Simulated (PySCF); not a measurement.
# C²⁺: ionisation energy

C²⁺ [He] 2s2 (1S) → C³⁺ [He] 2s1 (2S), as a difference of total energies. Calculation: PySCF 2.14, in x2c-QZVPPall with one added diffuse shell each of s, p, d, f type (8s5p4d3f1g, 73 functions); scalar relativity by spin-free X2C-1e. Correlated levels: valence and next inner shell: nothing frozen. The calculations carry no spin-orbit coupling.

**Question.** Order these methods by the ionisation energy they give, lowest first.
A. UHF
B. MP2 (valence and next inner shell)
C. CCSD(T) (valence and next inner shell)
D. SCS-MP2 (valence and next inner shell)

**Answer.** A (45.797 eV), B (47.052 eV), D (47.294 eV), C (47.818 eV).

Errors of the correlated levels include the incompleteness of this basis.

The coupled-cluster amplitudes are large for C²⁺ (T1 above 0.03 or a double amplitude above 0.15), so a single reference is strained.

For comparison: 47.888 eV (measured; NIST Atomic Spectra Database, ionization energies).
